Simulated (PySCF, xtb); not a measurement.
Si(CCH)2(F)(Me) (C5H5FSi), SMILES [Si](C)(F)(C#C)C#C.

Harmonic wavenumbers (cm⁻¹) from GFN2-xTB (xtb 6.7.1) at its own minimum, in rising order: 77, 92, 107, 112, 159, 191, 254, 273, 298, 318, 570, 677, 681, 681, 684, 713, 766, 804, 845, 853, 1382, 1479, 1482, 2214, 2216, 3033, 3036, 3050, 3358, 3358.

Problem. What does PBE-D3(BJ)/def2-SVP run with PySCF give at its own minimum? (The exact figures need the calculation; the answer reports its results.)

Solution. 87, 120, 123, 147, 177, 226, 292, 329, 373, 395, 545, 655, 696, 697, 711, 711, 723, 771, 795, 884, 1220, 1373, 1375, 2091, 2091, 2982, 3087, 3090, 3389, 3389. Paired by order, the mean absolute difference is 49 cm⁻¹ and the zero-point energies are 48.3 and 48.0 kcal/mol.
